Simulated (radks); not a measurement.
The hafnium ion Hf30+, configuration [Kr] 4d6. Method: Dirac Kohn-Sham, exchange-only PBE, spin-unpolarised, spherical densities, finite nucleus; open shells fill j = l - 1/2 first; Fermi nuclear charge, rms radius 5.347 fm; computed with a radial shooting solver on a logarithmic mesh with Libxc functionals.

Radial electron density D(r) = 4 pi r^2 rho(r):

r (bohr),D(r) (e/bohr)
0.000784,4.728
0.0008839,5.721
0.001005,6.995
0.001133,8.426
0.001277,10.13
0.00144,12.13
0.001624,14.50
0.001845,17.46
0.002081,20.71
0.002346,24.45
0.002645,28.72
0.002982,33.55
0.003362,38.96
0.003821,45.34
0.004309,51.85
0.004858,58.77
0.005477,65.97
0.006176,73.23
0.007019,80.76
0.007914,87.28
0.008923,92.93
0.01006,97.36
0.01134,100.3
0.01289,101.5
0.01454,100.8
0.01639,98.71
0.01848,95.67
0.02083,92.54
0.02368,90.26
0.0267,90.23
0.0301,93.04
0.03394,98.96
0.03827,107.4
0.04315,116.9
0.04904,125.8
0.05529,130.6
0.06234,130.2
0.07029,124.5
0.07925,115.3
0.09007,105.6
0.1016,100.5
0.1145,101.5
0.1291,107.7
0.1456,114.8
0.1654,116.8
0.1865,109.0
0.2103,92.11
0.2371,71.35
0.2674,53.89
0.3039,44.48
0.3426,43.88
0.3863,46.09
0.4356,45.25
0.4911,38.67
0.5537,27.92
0.6293,16.11
0.7096,7.860
0.8,3.108
0.902,0.9777
1.017,0.2386
1.156,0.03884
1.303,0.005124
1.469,0.0004767

D(r) has 4 maxima, at r = 0.0131, 0.0580, 0.160, 0.402 bohr, and minima at 0.0252, 0.106, 0.324 bohr, inside which lie 2.02, 11.14, 29.19 electrons.
